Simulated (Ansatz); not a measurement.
Total energies of `[SiH3]OCS[SiH3]`.

Z-matrix (Å, degrees):
```
Si
O 1 1.651
H 1 1.489 2 110.0
H 1 1.479 2 106.0 3 120.1
H 1 1.488 2 110.8 3 -119.9
C 2 1.398 1 122.8 3 55.0
S 6 1.813 2 111.4 1 -166.8
H 6 1.096 2 111.1 1 -45.5
H 6 1.095 2 111.3 1 76.0
Si 7 2.135 6 98.0 2 58.8
H 10 1.488 7 108.9 6 44.5
H 10 1.483 7 113.1 6 -76.9
H 10 1.484 7 105.8 6 163.4
```

The species carries charge 0 and has multiplicity 1. All single points use the PBE0-D4/def2-TZVP geometry. It is one conformer, not always the lowest. Basis def2-TZVPP, the Gaussian-basis code of Ansatz.

RPA on PBE orbitals: Hartree–Fock energy of these orbitals -1092.83743 Eh, correlation -1.46047 Eh (frozen core).

```csv
functional,energy without D4 (Eh),D4 term (kJ/mol)
B97M-V,-1095.16217,–
r2SCANh,-1095.27875,-8.8
```

Problem. Give the same for LDA (SPW92), PBE, revPBE, BLYP, r2SCAN, PBE0, B3LYP, r2SCAN0, HSE06 (plane-wave form), BHLYP, CAM-B3LYP, LC-ωPBE, ωB97X-V, ωB97M-V, B2PLYP, PBE-QIDH. (Estimate.)

Solution. Ansatz gave: 
```json
{"functional": "LDA (SPW92)", "energy without D4 (Eh)": "-1090.78393", "D4 term (kJ/mol)": "–"}
{"functional": "PBE", "energy without D4 (Eh)": "-1094.81265", "D4 term (kJ/mol)": "-32.2"}
{"functional": "revPBE", "energy without D4 (Eh)": "-1095.19474", "D4 term (kJ/mol)": "-92.7"}
{"functional": "BLYP", "energy without D4 (Eh)": "-1095.37784", "D4 term (kJ/mol)": "-69.8"}
{"functional": "r2SCAN", "energy without D4 (Eh)": "-1095.28943", "D4 term (kJ/mol)": "-8.2"}
{"functional": "PBE0", "energy without D4 (Eh)": "-1094.91508", "D4 term (kJ/mol)": "-27.6"}
{"functional": "B3LYP", "energy without D4 (Eh)": "-1095.50119", "D4 term (kJ/mol)": "-52.0"}
{"functional": "r2SCAN0", "energy without D4 (Eh)": "-1095.26411", "D4 term (kJ/mol)": "-9.7"}
{"functional": "HSE06 (plane-wave form)", "energy without D4 (Eh)": "-1094.88815", "D4 term (kJ/mol)": "-25.9"}
{"functional": "BHLYP", "energy without D4 (Eh)": "-1095.37111", "D4 term (kJ/mol)": "-40.8"}
{"functional": "CAM-B3LYP", "energy without D4 (Eh)": "-1095.40898", "D4 term (kJ/mol)": "-28.4"}
{"functional": "LC-ωPBE", "energy without D4 (Eh)": "-1095.07081", "D4 term (kJ/mol)": "–"}
{"functional": "ωB97X-V", "energy without D4 (Eh)": "-1095.24881", "D4 term (kJ/mol)": "–"}
{"functional": "ωB97M-V", "energy without D4 (Eh)": "-1095.31272", "D4 term (kJ/mol)": "–"}
{"functional": "B2PLYP", "energy without D4 (Eh)": "-1094.97530", "D4 term (kJ/mol)": "–"}
{"functional": "PBE-QIDH", "energy without D4 (Eh)": "-1094.64793", "D4 term (kJ/mol)": "–"}
```

B3LYP takes the VWN-RPA correlation (the form of Gaussian; ORCA's B3LYP/G). HSE06 is the plane-wave form, built on full-range PBE exchange. The double hybrids freeze the cores in their second-order part.

LC-ωPBE has ω = 0.4 bohr⁻¹.
